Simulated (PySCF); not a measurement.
Cartesian coordinates in Å; atom numbers follow the order of the lines, from 1:
```xyz
13

F    -2.502   -0.325    1.252
C    -1.852   -0.861    0.203
F    -1.888   -2.192    0.372
F    -2.611   -0.592   -0.875
C    -0.450   -0.352    0.066
C    -0.308    1.018   -0.104
C     0.881    1.698   -0.251
P     2.499    1.067   -0.269
C     2.206   -0.636   -0.048
Cl    3.662   -1.595   -0.012
P     0.767   -1.599    0.148
H    -1.224    1.598   -0.122
H     0.817    2.771   -0.376
```

Non-relativistic, one conformer, no solvent, fast rotation and ring inversion assumed for equivalent nuclei. PBE0/pcSseg-1 with gauge-including orbitals; geometry from GFN2-xTB; PySCF 2.14.

Q: List the cross peaks expected in HSQC, COSY and HMBC spectra.

A: 

HSQC (one-bond C–H):
```tsv
δH	δC
9.40 (H13)	165.7 (C7)
8.49 (H12)	136.6 (C6)
```

COSY cross peaks (H two or three bonds apart, from the bond graph; peaks can be absent where the dihedral angle is near 90°):
```tsv
δH	δH
9.40 (H13)	8.49 (H12)
```

HMBC (two and three bonds, from the bond graph):
```tsv
δH	δC
9.40 (H13)	224.8 (C9), 170.3 (C5), 136.6 (C6)
8.49 (H12)	170.3 (C5), 165.7 (C7), 135.0 (C2)
```

Chemical shifts δ = σref − σ; ¹H, ¹³C vs TMS, all at this level.

Carbons that carry Cl, above all several Cl atoms, come out too deshielded, partly because spin–orbit coupling is missing. Shifts are as computed. Against solution values, carbons near 30 ppm lie about +3 ppm off and those near 130 ppm about +5 ppm; carbons on Cl a further +6 ppm. Of 1211 compounds with measured shifts, 218 miss one by over three times the rms of a fit or turn the order of signals round; such compounds aren't used in these exercises.
